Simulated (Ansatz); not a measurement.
Ga₃N₄⁻. Total charge -1; singlet. Geometry PBE-D4/def2-SVPD; atoms count from 1.

```xyz
7

Ga    0.778    0.281    1.712
Ga   -0.768    0.504   -1.665
Ga   -0.022   -2.004   -0.122
N     1.205    0.935   -0.490
N     1.259   -0.285   -0.595
N    -1.185    0.895    0.602
N    -1.266   -0.327    0.558
```

The restricted singlet is unstable towards broken spin symmetry in Hartree–Fock (as tested in another run); at PBE0-D4/def2-TZVPD this wasn't settled. The structure comes from a short search, and lower isomers may exist.

Question: Estimate the Mulliken populations from the PBE0/def2-TZVPD orbitals of Ansatz.

Answer: 
| atom | charge (e) |
| --- | --- |
| Ga1 | 0.03 |
| Ga2 | 0.03 |
| Ga3 | -0.20 |
| N4 | -0.34 |
| N5 | -0.09 |
| N6 | -0.34 |
| N7 | -0.09 |
Mulliken values and Mayer orders depend strongly on the basis. With diffuse functions, as here, like atoms can get unlike values, and bond orders can come out too low or too high.

Question: And the Mayer bond orders between bonded heavy atoms (over 0.3)?

Answer: Ga3–N5 0.41 (2.20 Å); Ga3–N7 0.41 (2.20 Å); N4–N5 1.08 (1.23 Å); N6–N7 1.08 (1.23 Å).
